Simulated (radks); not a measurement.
Results of a calculation; reference values are marked as such.
Charge is removed step by step from the 4s up level of K, starting from [Ar] 4s(up 1, down 0). Code: a radial shooting solver on a logarithmic mesh with Libxc functionals. Model: scalar-relativistic Kohn-Sham, r2SCAN, spin-polarised, spherical densities, finite nucleus; meta-GGA in the generalised Kohn-Sham scheme; Fermi nuclear charge, rms radius 3.4349 fm.

removed (e) = 0: E - E(0) (eV) 0.000; eigenvalue (eV) -2.595
removed (e) = 0.25: E - E(0) (eV) 0.762; eigenvalue (eV) -3.500
removed (e) = 0.5: E - E(0) (eV) 1.748; eigenvalue (eV) -4.379
removed (e) = 0.75: E - E(0) (eV) 2.941; eigenvalue (eV) -5.135

The mean slope of the eigenvalue, de/dn, is 3.39 eV per electron.
